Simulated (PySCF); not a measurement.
Precursor series metal swap MX4 Cl. All species are isolated molecules in the gas phase.

Method: PySCF with PBE-D3(BJ)/def2-TZVP // TPSS-D3(BJ)/def2-SVP. All candidates: neutral, multiplicity 1. 

```yaml
HOMO–LUMO gap: 5.25 eV
dipole_moment: 0.01 D
HOMO: -8.32 eV
```

Problem. Identify which member has these values.
A. [Hf(Cl)4]
B. [Mo(=O)(Cl)4]
C. [W(=O)(Cl)4]
D. [Mo(=O)2(Cl)2]

Solution. A, [Hf(Cl)4]. The others give [W(=O)(Cl)4]: 2.03 eV, 0.63 D, -7.68 eV; [Mo(=O)(Cl)4]: 1.42 eV, 0.30 D, -7.63 eV; [Mo(=O)2(Cl)2]: 3.71 eV, 1.22 D, -8.33 eV
